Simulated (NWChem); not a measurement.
CH$_{6}$FNSi; SMILES N([SiH2]F)C

```xyz
10

Si    -0.5057    -0.6630    -0.1545
F      0.7528    -1.6657     0.1217
N     -0.2861     0.9255     0.4326
C      0.5011     1.9646    -0.1905
H     -0.6524    -0.6056    -1.6333
H     -1.6685    -1.2557     0.5572
H     -0.5224     1.1099     1.4016
H     -0.0015     2.9448    -0.1313
H      1.5098     2.0758     0.2478
H      0.6360     1.7384    -1.2597
```
Atoms are numbered in this order, from 1.

Computed with NWChem. Pople sets run with spherical d functions. All runs use the structure optimised with PBE0/def2-SVP.

Task: What does the run give for RPBE/6-31G*? Quantities: highest occupied level (eV); orbital gap (eV); dipole (D).

Result: 
```json
{
  "highest occupied level (eV)": "-5.61",
  "orbital gap (eV)": "6.33",
  "dipole (D)": "2.10"
}
```
